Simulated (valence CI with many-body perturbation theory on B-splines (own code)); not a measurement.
## Valence orbitals of Mg VII

Method: valence CI with perturbative core correlation (CI+MBPT): four valence electrons over a frozen Dirac-Fock core [He], a basis of 11 s, 11 p, 9 d, 7 f, 5 g, 2 h, 1 i functions for each j, with the one-electron correlation potential Σ1 (screened to all orders), the two-electron term Σ2, the three-electron term Σ3, Breit, model QED; selected single and double excitations, second order for the rest, scaled by the run's own slope (own B-spline code, finite nucleus).

Set against measurement, 44 paired levels are off by 138 cm⁻¹ on average, the worst by 327. These come from a selection out of NIST levels in Kelleher and Podobedova, J. Phys. Chem. Ref. Data 37, 267 (2008). Levels without a partner in it may be off by more. Among the levels kept, up to 260 cm⁻¹ of a level comes from second order outside the variational space, and about a tenth of that is noise between levels of different J, which matters for small intervals.

These are the spectroscopic orbitals of the CI (the correlating ones are not listed), shaped by the core and the other valence electrons. h is the expectation value of the core's Dirac-Fock operator, without the valence repulsion; Σ1 is computed up to l = 3 at one energy for each symmetry, that of its lowest orbital but kept below the first core excitation, so for empty shells it is not the orbital's own correlation shift; Breit and QED include the response of the core.

```tsv
Orbital	h (hartree)	Σ1 (cm⁻¹)	Breit (cm⁻¹)	QED (cm⁻¹)	⟨r⟩ (bohr)
2s1/2	-13.401	-928	287	171	0.6084
3s1/2	-5.6782	-189	69.2	42.2	1.524
4s1/2	-3.0941	-66.0	25.2	15.5	2.896
5s1/2	-1.9464	-31.1	12.1	7.4	4.687
2p1/2	-12.622	-1899	490	-15.9	0.5512
3p1/2	-5.4182	-373	118	-3.8	1.532
4p1/2	-2.9861	-136	45.1	-1.4	2.958
5p1/2	-1.8914	-65.0	22.1	-0.7	4.803
2p3/2	-12.602	-1878	217	-7.0	0.5525
3p3/2	-5.4126	-369	51.2	-1.6	1.534
4p3/2	-2.9838	-134	19.5	-0.6	2.960
5p3/2	-1.8902	-64.4	9.5	-0.3	4.806
3d3/2	-5.2276	-87.7	1.5	-0.3	1.403
4d3/2	-2.9113	-38.1	0.8	-0.1	2.880
5d3/2	-1.8539	-19.7	0.5	-0.1	4.778
3d5/2	-5.2262	-87.4	0.4	0.2	1.403
4d5/2	-2.9107	-38.0	0.2	0.1	2.881
5d5/2	-1.8536	-19.6	0.1	0.0	4.779
4f5/2	-2.8523	-5.0	0.0	0.0	2.559
5f5/2	-1.8261	-2.9	0.0	0.0	4.480
4f7/2	-2.8521	-5.0	0.0	0.0	2.559
5f7/2	-1.8259	-2.9	0.0	0.0	4.480
5g7/2	-1.8204		0.0	0.0	3.927
5g9/2	-1.8203		0.0	0.0	3.927
```

Among the shells of the start configuration 2s2 2p2, Σ1 is largest in size for 2p1/2, where it is 0.069 % of h.

Lowest root of each symmetry, sizes in configuration state functions:

| J | Parity | Roots | Reference | Variational | Second order | Change by selected CI (cm⁻¹) | Change by second order (cm⁻¹) |
| --- | --- | --- | --- | --- | --- | --- | --- |
| 0 | even | 8 | 38 | 27514 | 238255 | -15722 | -12 |
| 1 | even | 11 | 82 | 40011 | 727213 | -15693 | -37 |
| 2 | even | 13 | 91 | 39996 | 1066633 | -15682 | -53 |
| 3 | even | 5 | 61 | 39941 | 1040228 | -19737 | -132 |
| 4 | even | 2 | 28 | 30392 | 667682 | -16756 | -39 |
| 5 | even | 2 | 8 | 37199 | 709989 | -16810 | -23 |
| 0 | odd | 6 | 34 | 26570 | 249490 | -19459 | -18 |
| 1 | odd | 15 | 88 | 39965 | 851355 | -18720 | -42 |
| 2 | odd | 15 | 99 | 39952 | 1222247 | -8363 | -39 |
| 3 | odd | 8 | 76 | 39984 | 1267794 | -18642 | -111 |
| 4 | odd | 3 | 44 | 40783 | 973910 | -21503 | -108 |
